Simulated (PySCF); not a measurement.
# State search for NaGe

Unrestricted PBE0; basis Na def2-SVPD, Ge def2-SVPD; no relativity; PySCF 2.14. Outer shells of the fragments: Na 3s1; Ge 3d10 4s2 4p2.

Followed along the bond (rough minima from three points):

| 2Ms+1 | unpaired | ⟨S²⟩ at the start | R at minimum (Å) | Te (eV) |
| --- | --- | --- | --- | --- |
| 4 | σ ↑, π ↑↑ | 3.75 | 2.75 | 0.00 |
| 2 | π ↑ | 0.77 | 2.92 | 0.45 |
| 2 | σ ↓, π ↑↑ | 1.76 | 2.82 | 0.51 |
| 2 | σ ↑, π ↑↓ | 1.76 | 2.78 | 0.53 |
| 2 | σ ↑ | 0.75 | 2.78 | 1.36 |

Solutions found at the starting distance of 2.735 Å, counted from the lowest of them; the search is not exhaustive and high or unbound solutions are not listed, so other states can lie among these:

| 2Ms+1 | unpaired | term | E (eV) | ⟨S²⟩ | ⟨Lz²⟩ | μ (D) |
| --- | --- | --- | --- | --- | --- | --- |
| 4 | σ ↑, π ↑↑ | ⁴Σ⁻ | 0.00 | 3.75 | 0.00 | -6.97 |
| 2 | π ↑ | ²Π | 0.49 | 0.77 | 1.00 | -4.95 |
| 2 | σ ↓, π ↑↑ | mixed | 0.51 | 1.76 | 0.00 | -6.33 |
| 2 | σ ↑, π ↑↓ | mixed | 0.54 | 1.76 | 2.02 | -6.65 |
| 2 | σ ↑ | mixed | 1.36 | 0.75 | 2.00 | -6.29 |
| 4 | σ ↑↑, π ↑ | ⁴Π | 1.90 | 3.75 | 1.00 | 4.06 |
| 2 | π ↑ | ²Π | 2.10 | 0.76 | 1.02 | -7.07 |
| 4 | σ ↑, π ↑↑ | mixed | 3.29 | 3.75 | 2.01 | 2.17 |

A term symbol is given only where ⟨S²⟩ and ⟨Lz²⟩ are close to those of a pure state; real π, δ and φ orbitals otherwise mix terms. A positive dipole means Na(−)Ge(+).

Spin–orbit coupling is left out. Counting both spins, an empty level lies below a filled one in some of these solutions, because spin and occupation are held.
